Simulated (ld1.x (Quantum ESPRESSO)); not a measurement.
## Scattering properties, TM potential for Br

* Element: bromine
* Generator: ld1.x (Quantum ESPRESSO) 7.5
* Type: norm-conserving Troullier–Martins (Kleinman–Bylander form)
* Functional: BLYP
* Relativity: scalar-relativistic
* Frozen core: [Ar]
* Valence charge: 17
* Reference configuration: 3d10 4s2 4p5
* Partial waves: 4s (bound): rc 1.25 bohr; 3d (bound): rc 0.60 bohr; 4p (bound): rc 1.15 bohr
* Local potential: the p channel
* Core correction: a·sin(br)/r model core inside 0.50 bohr

The phase is arctan(r·u′/u) with u = r·R(r), unwrapped; energies in Ry, scanned from -7 to 5 Ry. A pole is an energy at which the radial function vanishes at the test radius. The pseudo phase is shifted by a multiple of π to meet the all-electron one at the reference energy, and phase errors are pseudo minus all-electron; the curves can meet again beyond the range given. Levels narrower than the energy grid can be missing from the lists of poles.

```json
{"channel": "s", "radius (bohr)": "1.35", "reference energy (Ry)": "-1.47", "poles, all-electron": "none", "poles, pseudo": "none", "unbroken range about the reference energy with phases within 0.05 rad": "the whole range", "phase error 1 Ry above the reference energy (rad)": "-0.005"}
{"channel": "p", "radius (bohr)": "1.35", "reference energy (Ry)": "-0.57", "poles, all-electron": "none", "poles, pseudo": "none", "unbroken range about the reference energy with phases within 0.05 rad": "below 0.9", "phase error 1 Ry above the reference energy (rad)": "-0.019"}
{"channel": "d", "radius (bohr)": "1.35", "reference energy (Ry)": "-4.90", "poles, all-electron": "-4.47", "poles, pseudo": "-4.44", "unbroken range about the reference energy with phases within 0.05 rad": "-5.2 to -1.9", "phase error 1 Ry above the reference energy (rad)": "+0.020"}
```

A Bessel basis up to 400 Ry misses an occupied level by 0.06 Ry, so cutoffs were not judged. Note: ghost state, extra bound levels that the all-electron valence spectrum of the same l lacks: s at -2919.6 eV (other channels not judged).

Phases in the d channel:

| E (Ry) | all-electron | pseudo |
| --- | --- | --- |
| -7.00 | 1.212 | 1.235 |
| -6.74 | 1.189 | 1.214 |
| -6.48 | 1.159 | 1.187 |
| -6.22 | 1.115 | 1.147 |
| -5.96 | 1.045 | 1.083 |
| -5.70 | 0.915 | 0.963 |
| -5.44 | 0.597 | 0.664 |
| -5.18 | -0.335 | -0.287 |
| -4.92 | -1.189 | -1.189 |
| -4.66 | -1.474 | -1.470 |
| -4.40 | -1.596 | -1.585 |
| -4.14 | -1.664 | -1.648 |
| -3.88 | -1.708 | -1.688 |
| -3.62 | -1.741 | -1.716 |
| -3.36 | -1.766 | -1.738 |
| -3.10 | -1.787 | -1.756 |
| -2.84 | -1.805 | -1.771 |
| -2.58 | -1.822 | -1.784 |
| -2.32 | -1.838 | -1.795 |
| -2.06 | -1.853 | -1.806 |
| -1.80 | -1.868 | -1.816 |
| -1.54 | -1.883 | -1.826 |
| -1.28 | -1.898 | -1.835 |
| -1.02 | -1.913 | -1.845 |
| -0.76 | -1.929 | -1.854 |
| -0.50 | -1.946 | -1.863 |
| -0.24 | -1.964 | -1.873 |
| 0.02 | -1.984 | -1.882 |
| 0.28 | -2.005 | -1.892 |
| 0.54 | -2.027 | -1.902 |
| 0.80 | -2.053 | -1.912 |
| 1.06 | -2.080 | -1.923 |
| 1.32 | -2.111 | -1.934 |
| 1.58 | -2.146 | -1.946 |
| 1.84 | -2.186 | -1.958 |
| 2.10 | -2.231 | -1.972 |
| 2.36 | -2.282 | -1.985 |
| 2.62 | -2.342 | -2.000 |
| 2.88 | -2.412 | -2.016 |
| 3.14 | -2.494 | -2.033 |
| 3.40 | -2.590 | -2.051 |
| 3.66 | -2.701 | -2.071 |
| 3.92 | -2.830 | -2.092 |
| 4.18 | -2.974 | -2.115 |
| 4.44 | -3.131 | -2.140 |
| 4.70 | -3.294 | -2.167 |
| 4.96 | -3.454 | -2.197 |
